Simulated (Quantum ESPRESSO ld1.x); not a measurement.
Task: These are the eigenvalues of the occupied orbitals of an atom or ion with whole-number occupations (hartree). All-electron calculation, scalar-relativistic Kohn-Sham, PBE, spin-unpolarised, spherical densities, point nucleus. Program: ld1.x of Quantum ESPRESSO 7.5.

| orbital | eigenvalue |
|---|---|
| 1s | -1370.7934 |
| 2s | -217.9181 |
| 2p | -195.5580 |
| 3s | -47.1648 |
| 3p | -39.9971 |
| 3d | -29.5906 |
| 4s | -10.4246 |
| 4p | -8.1107 |
| 4d | -4.7489 |
| 5s | -2.5818 |
| 5p | -1.9833 |

Which element is it, and in what charge state? The configuration may be excited.

Result: Z = 56, barium, charge +4: Ba4+ in [Kr] 4d10 5s2 5p4. The list shows which subshells hold electrons but not how many an open one holds; the 1s level, -1370.8 hartree, gives Z - s = 52.4 by -(Z - s)^2/2, which with screening and relativity narrows Z to a few neighbours, and the depths of the outer levels then fix element, charge and occupations together.
